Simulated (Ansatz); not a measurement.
Z-matrix (Å, degrees):
```
C
O 1 1.2035
O 1 1.3359 2 123.51
H 3 0.9716 1 107.35 2 0.00
Si 1 1.9144 2 118.85 3 179.89
H 5 1.4775 1 106.65 2 58.90
H 5 1.4776 6 111.68 1 116.17
Cl 5 2.0438 6 109.53 7 121.50
```
Charge 0, spin multiplicity 1.

The numbers are results of frozen-core CCSD(T)/def2-TZVPP // PBE0-D4/def2-TZVP in Ansatz (an electronic-structure program), not measurements.

```yaml
HF energy: -937.94097 Ha
MP2 correlation energy: -0.92748 Ha
```

Question: Estimate the CCSD correlation energy, the (T) correction, the total energy and the T1 diagnostic.

Answer: 
- CCSD correlation energy = -0.95929 Ha
- (T) correction = -0.04088 Ha
- CCSD(T) total energy = -938.94114 Ha
- T1 diagnostic = 0.015
